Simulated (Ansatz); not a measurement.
`[OH][Zr]([OH])([F])[SeH]` + H₂S → `[OH][Zr]([OH])([F])[SH]` + H₂Se  (ligand exchange at a Zr–Se bond)

Gas-phase electronic energies from Ansatz, PBE0-D4/def2-TZVP geometries. CCSD(T)/CBS is the MP2 limit (def2-TZVPP, def2-QZVPP) plus CCSD(T) − MP2 in def2-TZVPP, frozen cores. This one scheme is used for every species. Functionals use def2-TZVPP. B3LYP here is the variant with VWN-RPA as its local correlation; programs differ in this. def2 core potentials past Kr. For Se, Zr outer-core shells are correlated without core-valence functions, which leaves a few kJ/mol of doubt a bond. Scalar relativity is left out up to krypton. Each species was taken in one conformer, which may not be the lowest.

**Question.** Is it downhill or uphill in electronic energy at CCSD(T)/CBS, and by how much? (Estimate.)

**Answer.** Computed: Uphill: ΔE = +2.5 kcal/mol.

**Question.** What do these levels give: B3LYP-D4, r2SCAN, B3LYP, HF/def2-TZVPP, HF/def2-QZVPP, SCS-MP2/def2-QZVPP? (Best estimate.)

**Answer.** Computed: B3LYP-D4 1.8, r2SCAN 1.7, B3LYP 1.6, HF/def2-TZVPP 2.5, HF/def2-QZVPP 2.5, SCS-MP2/def2-QZVPP 2.5 kcal/mol.

Largest T1 diagnostic among the species: 0.017.
